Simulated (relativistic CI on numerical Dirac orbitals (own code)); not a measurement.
Hf3+: 5p photoemission

Computed with this model: Dirac-Coulomb-Breit CI, separate exchange-only KLI orbitals for each configuration, model QED (radiative potential, 1s self-energy scaled to tabulated hydrogen-like ionisation energies), valence Slater integrals scaled by 0.8, multiplet model of photoemission in the sudden approximation; configurations [Xe] 4f14 5d → [Kr] 4d10 4f14 5s2 5p5 5d; 300 K; Lorentzian 1.5 eV and Gaussian 0.6 eV FWHM. Energies are those of the free ion, without screening or charge transfer. The energies are binding energies and can lie tens of eV above those of solids. S is read from ⟨S²⟩ = S(S + 1).

Field parameters in Wybourne normalisation: Oh B⁴₀ = 21Dq, B⁴₄ = √(5/14) B⁴₀. The field is a parameter set, without covalency.

Computed curve for Oh, 10Dq = 19350 cm⁻¹, scaled to 100 at the maximum (points under 2 are left out and the grid is thinned):

```json
{"Energy (eV)": "59.2", "Intensity": "2.0"}
{"Energy (eV)": "59.8", "Intensity": "2.4"}
{"Energy (eV)": "60.4", "Intensity": "3.0"}
{"Energy (eV)": "61.0", "Intensity": "3.7"}
{"Energy (eV)": "61.6", "Intensity": "4.8"}
{"Energy (eV)": "62.2", "Intensity": "6.5"}
{"Energy (eV)": "62.8", "Intensity": "9.2"}
{"Energy (eV)": "63.4", "Intensity": "14.4"}
{"Energy (eV)": "64.0", "Intensity": "25.3"}
{"Energy (eV)": "64.6", "Intensity": "46.6"}
{"Energy (eV)": "65.2", "Intensity": "73.7"}
{"Energy (eV)": "65.8", "Intensity": "96.7"}
{"Energy (eV)": "66.4", "Intensity": "94.7"}
{"Energy (eV)": "67.0", "Intensity": "66.3"}
{"Energy (eV)": "67.6", "Intensity": "39.1"}
{"Energy (eV)": "68.2", "Intensity": "25.8"}
{"Energy (eV)": "68.8", "Intensity": "17.7"}
{"Energy (eV)": "69.4", "Intensity": "12.6"}
{"Energy (eV)": "70.0", "Intensity": "10.4"}
{"Energy (eV)": "70.6", "Intensity": "10.9"}
{"Energy (eV)": "71.0", "Intensity": "12.9"}
{"Energy (eV)": "71.6", "Intensity": "15.3"}
{"Energy (eV)": "72.2", "Intensity": "14.7"}
{"Energy (eV)": "72.8", "Intensity": "18.2"}
{"Energy (eV)": "73.4", "Intensity": "31.6"}
{"Energy (eV)": "74.0", "Intensity": "47.1"}
{"Energy (eV)": "74.6", "Intensity": "37.0"}
{"Energy (eV)": "75.2", "Intensity": "23.4"}
{"Energy (eV)": "75.8", "Intensity": "21.1"}
{"Energy (eV)": "76.4", "Intensity": "18.7"}
{"Energy (eV)": "77.0", "Intensity": "11.5"}
{"Energy (eV)": "77.6", "Intensity": "7.1"}
{"Energy (eV)": "78.2", "Intensity": "5.4"}
{"Energy (eV)": "78.8", "Intensity": "5.3"}
{"Energy (eV)": "79.4", "Intensity": "7.2"}
{"Energy (eV)": "80.0", "Intensity": "10.5"}
{"Energy (eV)": "80.6", "Intensity": "9.2"}
{"Energy (eV)": "81.2", "Intensity": "5.2"}
{"Energy (eV)": "81.8", "Intensity": "3.0"}
{"Energy (eV)": "82.4", "Intensity": "2.1"}
```

The ground state has S = 0.50, and the centroid lies at 69.19 eV.
